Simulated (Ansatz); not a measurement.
## A ladder of methods for InF (SMILES [F][In])

InF: 2 atoms, total charge 0, spin state singlet. SMILES: `[F][In]`. The shape is that of a PBE0-D4/def2-TZVP optimisation.

```xyz
2

F     0.0000    0.0000    0.0159
In    0.0000    0.0000    2.0096
```

Each level gives the energy change with the F1–In2 bond stretched from 1.994 to 2.990 Å (eV). The values are calculated.

```csv
level,kind,program,value (eV),less FCI/STO-3G,CPU time (all runs)
HF/STO-3G (restricted),Hartree–Fock,Ansatz,5.37,+1.75,0.67 s
BLYP/STO-3G (restricted),GGA,Ansatz,4.38,+0.76,3.1 s
revPBE/STO-3G (restricted),GGA,Ansatz,4.26,+0.64,3 s
BHLYP/STO-3G (restricted),global hybrid,Ansatz,5.02,+1.40,2.4 s
wB97M-V/STO-3G (restricted),range-separated hybrid,Ansatz,5.12,+1.50,23 s
B2PLYP/STO-3G (restricted),double hybrid,Ansatz,4.64,+1.02,3.1 s
RPA@PBE/STO-3G (restricted),RPA,Ansatz,3.55,-0.07,4.4 s
MP2/STO-3G (restricted),perturbation theory,Ansatz,4.58,+0.96,0.96 s
BCCD(T)/STO-3G (restricted),coupled cluster or CI,Ansatz,3.67,+0.05,1.1 s
FCI/STO-3G,exact in the basis,Ansatz,3.62,0.00,1.9 s
```

FCI/STO-3G is exact within its basis and frozen core, so for wave-function methods in that basis the difference is their error; functionals converge differently with the basis, so for them it is only a difference. Spin-restricted single references rise too steeply as a bond breaks, Hartree–Fock most of all. Perturbation and coupled-cluster corrections on them can overshoot downwards. All-electron rows without a relativistic Hamiltonian named are non-relativistic. The first shape isn't each level's own minimum. The values span 3.55 to 5.37 eV. All rows use very small basis sets, so even the best lies far from the true value. In the correlated wave-function rows the outer d shell of In is correlated, in sets not made for it. Times are those of the runs behind each value, whatever else they computed, on shared processors of several kinds: orders of magnitude only.
